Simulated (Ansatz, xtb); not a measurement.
# C5H5FO3: which of two isomers lies lower

Structure a is `C=C(F)OC(=O)/C=C\O`, a singlet and structure b is `C=C(F)OC(=O)CC=O`, a singlet. Both are isolated molecules in the gas phase, relaxed with B3LYP-D3(BJ)/def2-SVP, each in the lowest conformer that the search found.

Task: Which of the two would you expect CCSD(T)/def2-SVP + ΔMP2/def2-TZVPP electronic energies to favour?

Result: Structure a; the calculation gives E(b) − E(a) = +4.3 kcal/mol.

Level by level:

```
                             level               geometry  E(b) − E(a) (kcal/mol)  departure from the last row (kcal/mol)  job, with rough time for the two
                          GFN2-xTB               GFN2-xTB                      +8.5                                    +4.2              optimisation, 0.35 s
                         HF/STO-3G               GFN2-xTB                      −5.5                                    −9.8              single point, 0.64 s
                r2SCAN-D4/def2-SVP               GFN2-xTB                      +9.1                                    +4.8               single point, 6.9 s
             B3LYP-D3(BJ)/def2-SVP  B3LYP-D3(BJ)/def2-SVP                      +7.4                                    +3.1             optimisation, 2.3 min
                       HF/def2-SVP  B3LYP-D3(BJ)/def2-SVP                      +0.6                                    −3.7           part of the CCSD(T) run
                      MP2/def2-SVP  B3LYP-D3(BJ)/def2-SVP                      +2.6                                    −1.7           part of the CCSD(T) run
                  CCSD(T)/def2-SVP  B3LYP-D3(BJ)/def2-SVP                      +1.6                                    −2.7                      single point
CCSD(T)/def2-SVP + ΔMP2/def2-TZVPP  B3LYP-D3(BJ)/def2-SVP                      +4.3                                                     single point, 4.2 min
```

As drawn, b has 1 C=O, 1 C–C, 1 C–H in place of 1 C=C, 1 C–O, 1 O–H.

HF/STO-3G puts the two in the other order. The largest departure from CCSD(T)/def2-SVP + ΔMP2/def2-TZVPP is that of HF/STO-3G, 9.8 kcal/mol. The last row adds to CCSD(T) the change of the MP2 difference between the two basis sets, here +2.7 kcal/mol.

With thermal terms from frequencies at re-optimised GFN2-xTB minima (ideal gas, soft modes damped towards free rotors, one conformer each, 298.15 K, 1 atm): the zero-point term adds −0.7 kcal/mol; ΔH is +4.0 and ΔG +2.8 kcal/mol.

The correlated steps freeze 9 core orbitals. Codes used: Ansatz 0.2.0, xtb 6.7.1; the last row on 2 threads of Arm Neoverse V2 on a shared host.
